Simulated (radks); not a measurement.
The numbers below are computed, except where a source is named.
Level of theory: scalar-relativistic Kohn-Sham, LDA (Slater exchange, Perdew-Wang correlation), spin-unpolarised, spherical densities, finite nucleus; Fermi nuclear charge, rms radius of each element as measured or else 0.836 A^(1/3) + 0.57 fm (a radial shooting solver on a logarithmic mesh with Libxc functionals). Response by self-consistent Sternheimer equations with the Hartree and adiabatic LDA kernel, the relativistic mass of each level held fixed and spin-orbit coupling left out. Rank Ru8+, Rb+, Tc7+, Mo6+, Kr, Sr2+, Nb5+, Zr4+ (NIST ground configurations) by static dipole polarisability, largest first.

Answer. Kr 18.08, Rb+ 9.461, Sr2+ 5.933, Zr4+ 2.987, Nb5+ 2.273, Mo6+ 1.783, Tc7+ 1.431, Ru8+ 1.170 bohr^3.
